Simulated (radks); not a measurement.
The mean radii <r> (bohr) of the occupied orbitals of an atom or ion are listed with their occupations. All-electron calculation, Dirac Kohn-Sham, PBE, spin-unpolarised, spherical densities, finite nucleus; Fermi nuclear charge, rms radius of each element as measured or else 0.836 A^(1/3) + 0.57 fm. Program: a radial shooting solver on a logarithmic mesh with Libxc functionals.

| orbital | occ. | <r> |
|---|---|---|
| 1s1/2 | 2 | 0.02842 |
| 2s1/2 | 2 | 0.1219 |
| 2p1/2 | 2 | 0.1029 |
| 2p3/2 | 4 | 0.1084 |
| 3s1/2 | 2 | 0.3201 |
| 3p1/2 | 2 | 0.3089 |
| 3p3/2 | 4 | 0.3189 |
| 3d3/2 | 4 | 0.2860 |
| 3d5/2 | 4 | 0.2891 |

Name the element and its charge. Open shells, if any, fill j = l - 1/2 first.

Answer. Z = 51, antimony, charge +25: Sb25+ in [Ar] 3d8. The 1s radius gives Z: for a bare nucleus <r> = (2 gamma + 1)/(2Z) with gamma = sqrt(1 - (Z/c)^2), 0.028 bohr for Z = 51, and screening makes it slightly larger (0.02842 here). The occupations add up to 26, and the charge is Z minus that.
